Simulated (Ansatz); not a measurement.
B5H3. Total charge 0; singlet. Geometry PBE-D4/def2-SVP, basis def2-TZVP, Ansatz.

```xyz
8

B    -0.220   -0.541   -0.048
B     0.218    1.115    0.019
B     1.079   -1.540    0.466
B     1.303    0.016    0.464
B    -1.368    0.391   -0.509
H     1.215   -2.728    0.578
H    -2.346    0.973   -0.890
H     0.120    2.314   -0.080
```

```csv
run,HOMO (eV),LUMO (eV)
A,-6.56,-3.92
B,-7.15,-3.46
C,-6.36,-4.24
D,-9.91,-1.24
E,-7.37,-3.35
F,-9.55,-1.25
```

LC-ωPBE has ω = 0.4 bohr⁻¹. B3LYP takes the VWN-RPA correlation. The structure comes from a short search, and lower isomers may exist.

The runs used B3LYP, B97M-V, LC-ωPBE, PBE, PBE0, ωB97X-V. Estimate which is which.

A B97M-V (0 % exact exchange); B B3LYP (20 % exact exchange); C PBE (0 % exact exchange); D LC-ωPBE (range-separated); E PBE0 (25 % exact exchange); F ωB97X-V (range-separated). Exact exchange lowers occupied and raises empty levels; among semilocal functionals meta-GGAs tend to open the gap a little, and such runs are hard to tell apart. The gap grows from 2.12 eV (PBE) to 8.67 eV (LC-ωPBE).
